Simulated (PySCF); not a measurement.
Species: C₂H₁₁NOSi₂.
Geometry (PBE0-D3(BJ)/def2-SVP, Å), atoms numbered from 1 in this order:
```xyz
17
C2H11NOSi2 angstrom
C     -2.973   -0.603    0.058
C     -2.169    0.660   -0.168
O     -0.859    0.559    0.339
Si     0.425   -0.168   -0.443
Si     2.342    0.341    0.797
N      3.700   -0.266   -0.107
H     -4.009   -0.472   -0.293
H     -2.538   -1.458   -0.483
H     -3.000   -0.855    1.129
H     -2.650    1.509    0.345
H     -2.149    0.910   -1.248
H      0.241   -1.653   -0.563
H      0.526    0.360   -1.848
H      2.346    1.815    1.101
H      2.327   -0.369    2.113
H      4.603   -0.331    0.350
H      3.819    0.036   -1.068
```

The closed-shell ground state was solved at several levels (PySCF, density fitting, gas phase, non-relativistic).

```tsv
level	basis functions	total energy (Eh)	HOMO (eV)	LUMO (eV)	gap (eV)	dipole (D)
HF/pcSseg-1	171	-789.3008	-10.34	3.01	13.35	1.23
PBE0/pcSseg-1	171	-791.3019	-7.23	-0.24	6.99	1.17
```

Task: Estimate the row for CAM-B3LYP/def2-SVPD, a basis of 219 functions; the other rows only guide the guess.

Result: Total energy -791.4294 Eh, HOMO -8.64 eV, LUMO 0.55 eV, gap 9.19 eV, dipole 1.06 D.

Task: Over all these levels, which gives the widest orbital gap and which the narrowest?

Result: HF/pcSseg-1 (Hartree–Fock, all exact exchange) has the widest, 13.35 eV, and PBE0/pcSseg-1 (global hybrid, 25 % exact exchange) the narrowest, 6.99 eV. The two share the basis. From the narrowest to the widest the HOMO moves by -3.11 eV and the LUMO by +3.25 eV. The HOMO need not be the same orbital at Hartree–Fock and at DFT levels.

Task: How far do the dipole and the HOMO energy spread over the levels?

Result: The dipole runs from 1.06 to 1.23 D (mean 1.15 D) and the HOMO from -10.34 to -7.23 eV.

One conformer stands for the species.
